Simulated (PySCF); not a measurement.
## `[C@]12(BC)C[C@H]1[C@H]2F`, C$_{5}$H$_{8}$BF

Geometry:
```
atom   x (Å)   y (Å)   z (Å)
  C1   2.268  -0.330   0.124
  B2   0.832  -0.973   0.133
  C3  -0.402  -0.152  -0.190
  C4  -0.645   1.319  -0.484
  C5  -1.469   0.644   0.549
  C6  -1.861  -0.519  -0.266
  F7  -2.546  -0.307  -1.436
  H8   2.813  -0.685  -0.751
  H9   2.275   0.756   0.085
 H10   2.857  -0.644   0.983
 H11   0.706  -2.121   0.344
 H12   0.101   2.029  -0.153
 H13  -1.112   1.580  -1.425
 H14  -1.594   0.842   1.594
 H15  -2.227  -1.432   0.191
```

Computed, not measured: PySCF 2.14.0, TDDFT CAM-B3LYP/def2-SVPD circular dichroism and optical rotation, one conformer, gas phase. Geometry: GFN2-xTB.

The molecule is flexible and this is one conformer; a measurement averages over conformers.

Question: What are the CIP labels of the stereocentres?

Answer: C3 S, C5 R, C6 R.

Question: Which excitations and rotatory strengths does the calculation give?

Answer: Rotatory strengths R in 10⁻⁴⁰ esu² cm², velocity form and length form (origin at the centre of mass); f in length form.
| state | E (eV) | λ (nm) | f | R (velocity) | R (length) | main |
| --- | --- | --- | --- | --- | --- | --- |
| 1 | 5.81 | 213 | 0.006 | -14.9 | -14.9 | HOMO−1→LUMO 0.88 |
| 2 | 6.07 | 204 | 0.045 | +62.5 | +62.9 | HOMO−2→LUMO 0.81, HOMO→LUMO 0.11 |
| 3 | 6.36 | 195 | 0.247 | -57.6 | -57.6 | HOMO→LUMO 0.86, HOMO−2→LUMO 0.10 |
| 4 | 7.33 | 169 | 0.006 | -8.4 | -9.7 | HOMO−3→LUMO 0.86 |
| 5 | 7.94 | 156 | 0.004 | +13.5 | +13.9 | HOMO→LUMO+1 0.82, HOMO→LUMO+3 0.11 |
| 6 | 8.16 | 152 | 0.022 | +13.1 | +13.6 | HOMO−1→LUMO+1 0.85 |
| 7 | 8.32 | 149 | 0.007 | -7.6 | -8.7 | HOMO−5→LUMO 0.68, HOMO−4→LUMO 0.20 |
| 8 | 8.47 | 146 | 0.004 | -13.4 | -12.3 | HOMO−4→LUMO 0.52, HOMO→LUMO+2 0.20 |
| 9 | 8.51 | 146 | 0.014 | +16.0 | +13.9 | HOMO→LUMO+2 0.44, HOMO−4→LUMO 0.18 |
| 10 | 8.56 | 145 | 0.009 | -17.6 | -16.0 | HOMO−2→LUMO+1 0.68, HOMO→LUMO+2 0.13 |
| 11 | 8.75 | 142 | 0.040 | +7.7 | +7.6 | HOMO−1→LUMO+2 0.69, HOMO−2→LUMO+1 0.09 |
| 12 | 8.76 | 141 | 0.017 | +3.8 | +3.3 | HOMO→LUMO+3 0.67 |
| 13 | 8.91 | 139 | 0.005 | +4.7 | +3.8 | HOMO−1→LUMO+3 0.48, HOMO−1→LUMO+4 0.26 |
| 14 | 8.97 | 138 | 0.018 | -5.4 | -4.9 | HOMO→LUMO+4 0.57, HOMO→LUMO+2 0.09 |
| 15 | 9.07 | 137 | 0.011 | -30.5 | -29.4 | HOMO−1→LUMO+4 0.42, HOMO−1→LUMO+3 0.19 |
| 16 | 9.22 | 134 | 0.073 | -17.3 | -17.2 | HOMO−6→LUMO 0.78 |

Among the states computed, the strongest CD band (largest |R|) is state 2. The largest dissymmetry factor in size, g = 4R/(D+G), with D and G the electric and magnetic dipole strengths, is +0.046 for state 5 (velocity form, f = 0.004), among bands with |R| over 0.5. The mirror image has the same energies and oscillator strengths and all R with the opposite sign.
